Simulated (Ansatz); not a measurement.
One geometry of the cluster K₇H₈, several levels of theory.

```yaml
crystal:
  periodic: [false, false, false]
  atoms:
    - {symbol: K, position_ang: [0.562536, 5.531291, 0.625897]}
    - {symbol: K, position_ang: [1.934373, 1.966178, 0.156000]}
    - {symbol: K, position_ang: [-0.403879, -2.512507, -0.354922]}
    - {symbol: K, position_ang: [-4.089250, -3.401724, -0.442870]}
    - {symbol: K, position_ang: [-2.583807, -7.018525, -1.281486]}
    - {symbol: K, position_ang: [4.157399, 6.469575, 0.468886]}
    - {symbol: K, position_ang: [-1.743141, 1.018189, 0.198034]}
    - {symbol: H, position_ang: [0.651936, -0.230935, -0.072938]}
    - {symbol: H, position_ang: [0.376875, -5.382783, -0.079029]}
    - {symbol: H, position_ang: [-2.824591, -1.287021, -0.091862]}
    - {symbol: H, position_ang: [1.107039, -5.528606, 0.108824]}
    - {symbol: H, position_ang: [3.097757, 4.220430, 0.322546]}
    - {symbol: H, position_ang: [-1.807795, -4.653839, -0.719584]}
    - {symbol: H, position_ang: [2.017782, 7.609536, 0.733180]}
    - {symbol: H, position_ang: [-0.453234, 3.200740, 0.429333]}
basis:
  gaussian: {orbitals: def2-TZVP, initial_orbitals: start.molden}
magnetization: {spin_polarized: true, initial_magnetization: 1}
correlation: {method: mp2}
scf: {omitted_lower_state_checks: [starts]}
output: {orbitals: {seedname: orbitals}}
```

The file start.molden holds the orbitals of an earlier run on this structure, at another level or in another basis.

```sh
$ ansatz run in.yaml --threads 4 --pin off --events-out ev --progress --plain --max-ram 4787MiB
```

Output, abridged:

```
Functional definition: HF
2654 factors; integrals over basis functions are off by at most 5.6e-4 eV
mean field evaluation 1: about -114250.6797 eV, gradient 2.1e1 eV
mean field evaluation 2: about -114251.3287 eV, gradient 8.8e-1 eV
mean field evaluation 4: about -114251.3610 eV, gradient 8.9e-2 eV
mean field evaluation 8: about -114251.3612 eV, gradient 7.4e-6 eV
mean field -114251.36116121 eV, -4198.6600803203 hartree, gradient 7.4e-6 eV, S^2 0.750497; 0 other end points of the search recorded, 0 dependent functions left out
35 core orbitals not correlated: weight in the atoms' cores, before any rotation towards them, 1.000 or more for the frozen orbitals, at most 0.000 for the correlated occupied ones
reference -114251.36116121 eV, -4198.6600803203 hartree; 36, 35 occupied and 208, 209 virtual orbitals, 2654 factors
second order -34.40433003 eV of doubles, -0.00000000 eV of singles
Total energy: -114285.76549124 eV, -4199.9244161289 hartree
Checks for a lower state left out: starts
```

It took 23 s on 4 threads of Arm Neoverse V1 on a shared host, peak host memory 1.6 GiB.

As the first input, with `gaussian: {orbitals: def2-SVP, initial_orbitals: start.molden}`, `hamiltonian: {xc: pbe0, dispersion: d4}` and without the key `correlation` (abridged; 20 s):

```
Functional definition: PBE0
mean field -114354.27276076 eV, -4202.4420118480 hartree, gradient 1.5e-5 eV, S^2 0.750332
Total energy: -114354.75771452 eV, -4202.4598335700 hartree
Checks for a lower state left out: starts
```

As the first input, with `hamiltonian: {xc: {name: B3LYP}, dispersion: d4}` and without the key `correlation` (abridged; 29 s):

```
Functional definition: B3LYP
mean field -114405.80432488 eV, -4204.3357619000 hartree, gradient 3.9e-5 eV, S^2 0.750435
Total energy: -114406.69933233 eV, -4204.3686528172 hartree
Checks for a lower state left out: starts
```

The first input with `hamiltonian: {xc: pbe, dispersion: d4}`, `output: {forces: true, orbitals: {seedname: orbitals}}` and without the key `correlation` (abridged; 19 s):

```
Functional definition: PBE
mean field -114359.85546790 eV, -4202.6471725511 hartree, gradient 1.8e-5 eV, S^2 0.750272
Total energy: -114360.41070834 eV, -4202.6675772609 hartree
Atom 0 force     0.005693     0.013842     0.000957 eV/Å
Atom 1 force     0.006725    -0.003702    -0.001094 eV/Å
Atom 2 force     0.006758     0.015665     0.002482 eV/Å
Atom 3 force    -0.018186    -0.002622    -0.001507 eV/Å
Atom 4 force     0.002551    -0.003111     0.002821 eV/Å
Atom 5 force    -0.010980     0.006542     0.002452 eV/Å
Atom 6 force     0.000532     0.000937     0.001219 eV/Å
Atom 7 force    -0.005730    -0.002135    -0.000450 eV/Å
Atom 8 force     0.199411    -0.053321     0.048500 eV/Å
Atom 9 force     0.008204    -0.007468    -0.000064 eV/Å
Atom 10 force    -0.215576     0.048430    -0.054712 eV/Å
Atom 11 force    -0.005692     0.011857     0.001796 eV/Å
Atom 12 force     0.012409    -0.008179     0.001283 eV/Å
Atom 13 force     0.011716    -0.010611    -0.002314 eV/Å
Atom 14 force     0.002166    -0.006125    -0.001371 eV/Å
Dipole moment:     0.902388     0.287967     0.053472 e Å
Checks for a lower state left out: starts
```

As the first input, with `hamiltonian: {xc: pbe0, dispersion: d4}` and without the key `correlation` (abridged; 33 s):

```
Functional definition: PBE0
mean field -114369.30887489 eV, -4202.9945788505 hartree, gradient 4.1e-5 eV, S^2 0.750335
Total energy: -114369.79379114 eV, -4203.0123991940 hartree
Checks for a lower state left out: starts
```

The first input with `gaussian: {orbitals: def2-SVP, initial_orbitals: start.molden}`, `hamiltonian: {xc: pbe, dispersion: d4}` and without the key `correlation` (abridged; 16 s):

```
Functional definition: PBE
mean field -114344.53875290 eV, -4202.0842936569 hartree, gradient 8.4e-6 eV, S^2 0.750251
Total energy: -114345.09405123 eV, -4202.1047004943 hartree
Checks for a lower state left out: starts
```

As the first input, with `hamiltonian: {xc: r2scan, dispersion: d4}` and without the key `correlation` (abridged; 41 s):

```
Functional definition: r2SCAN
mean field -114395.09362974 eV, -4203.9421511135 hartree, gradient 2.6e-5 eV, S^2 0.750488
Total energy: -114395.23822417 eV, -4203.9474648610 hartree
Checks for a lower state left out: starts
```

Geometry: PBE0-D4/def2-SVP.

B3LYP takes the VWN-RPA correlation. Correlated methods freeze 35 core orbitals; core or outer-core shells of K are correlated, in sets that lack core-valence functions. In the doublet, H9 and H11 lie 0.77 Å apart (atoms count from 1), so H2 has formed as a molecule. The structure comes from a short search, and lower isomers may exist.
